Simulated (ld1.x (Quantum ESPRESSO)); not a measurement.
u(r) = r·R(r): atom against pseudo-atom (chlorine)

Columns: radius, all-electron u(r) and pseudo u(r) of the 3p shell (level -19.39 eV) of chlorine in the configuration [Ne] 3s2 3p4; PBEsol, non-relativistic, TM scheme, ld1.x (Quantum ESPRESSO) 7.5.

```json
{"r (bohr)": "0.053", "all-electron": "0.0851", "pseudo": "-0.0178"}
{"r (bohr)": "0.105", "all-electron": "0.2193", "pseudo": "-0.0655"}
{"r (bohr)": "0.158", "all-electron": "0.3254", "pseudo": "-0.1322"}
{"r (bohr)": "0.210", "all-electron": "0.3788", "pseudo": "-0.1988"}
{"r (bohr)": "0.262", "all-electron": "0.3839", "pseudo": "-0.2519"}
{"r (bohr)": "0.315", "all-electron": "0.3488", "pseudo": "-0.2838"}
{"r (bohr)": "0.368", "all-electron": "0.2840", "pseudo": "-0.2940"}
{"r (bohr)": "0.420", "all-electron": "0.2015", "pseudo": "-0.2899"}
{"r (bohr)": "0.473", "all-electron": "0.1060", "pseudo": "-0.2811"}
{"r (bohr)": "0.525", "all-electron": "0.0074", "pseudo": "-0.2761"}
{"r (bohr)": "0.578", "all-electron": "-0.0934", "pseudo": "-0.2810"}
{"r (bohr)": "0.630", "all-electron": "-0.1895", "pseudo": "-0.2996"}
{"r (bohr)": "0.683", "all-electron": "-0.2821", "pseudo": "-0.3348"}
{"r (bohr)": "0.735", "all-electron": "-0.3663", "pseudo": "-0.3852"}
{"r (bohr)": "0.788", "all-electron": "-0.4446", "pseudo": "-0.4483"}
{"r (bohr)": "0.840", "all-electron": "-0.5136", "pseudo": "-0.5138"}
{"r (bohr)": "0.893", "all-electron": "-0.5758", "pseudo": "-0.5758"}
{"r (bohr)": "0.945", "all-electron": "-0.6290", "pseudo": "-0.6290"}
{"r (bohr)": "0.998", "all-electron": "-0.6754", "pseudo": "-0.6754"}
{"r (bohr)": "1.050", "all-electron": "-0.7135", "pseudo": "-0.7135"}
{"r (bohr)": "1.102", "all-electron": "-0.7447", "pseudo": "-0.7447"}
{"r (bohr)": "1.155", "all-electron": "-0.7699", "pseudo": "-0.7699"}
{"r (bohr)": "1.208", "all-electron": "-0.7889", "pseudo": "-0.7889"}
{"r (bohr)": "1.260", "all-electron": "-0.8022", "pseudo": "-0.8022"}
{"r (bohr)": "1.313", "all-electron": "-0.8106", "pseudo": "-0.8106"}
{"r (bohr)": "1.365", "all-electron": "-0.8146", "pseudo": "-0.8146"}
```

Question: How many radial nodes do the two functions have?

Answer: The all-electron 3p function has n − l − 1 = 1; the pseudo-wave has 0, since the states of the same l below it are removed with the core.

Question: At about which radius was the pseudo-wave matched?

Answer: 0.90 bohr. The columns agree to 0.0005 from 0.84 bohr on; several derivatives are matched, so the curves merge somewhat inside the radius.

Question: Is the pseudo-wave norm-conserving?

Answer: Yes: the TM scheme keeps the norm inside the radius equal to the all-electron one, which fixes the energy derivative of the logarithmic derivative at the level.
